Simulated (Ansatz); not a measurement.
A series at Y: from `[OH][Y]([OH])[OH]`, ligands are replaced one by one, each step taking up HCl and setting free H₂O; n counts the steps. Ansatz, PBE0-D4/def2-TZVP geometries. Each molecule was computed in one conformer, which needn't be the lowest.

| n | molecule | HOMO energy, ωB97M-V/def2-TZVPP (eV) |
| --- | --- | --- |
| 0 | `[OH][Y]([OH])[OH]` | -10.40 |
| 1 | `[OH][Y]([OH])[Cl]` | -10.55 |
| 2 | `[OH][Y]([Cl])[Cl]` | -10.97 |
| 3 | `[Cl][Y]([Cl])[Cl]` | ? |

Task: By hand: fit a straight line y = ȳ + b (n − n̄) to the 3 given rows and predict n = 3.

Result: n̄ = 1.000, ȳ = -10.640; Σ(n − n̄)(y − ȳ) = -0.570, Σ(n − n̄)² = 2.000, so b = -0.285 eV a step. Prediction: -10.640 + (-0.285) × (2.000) = -11.21 eV.

Task: By hand: compare with the computed value, -11.36 eV, and give the steps along the whole series.

Result: The line misses by -0.15 eV (computed minus predicted). Steps: -0.15, -0.42, -0.39 eV.

The steps differ by up to 0.27 eV without a steady trend. The highest orbital can change its character along such a series. The miss is 15.6 % of the series' range.
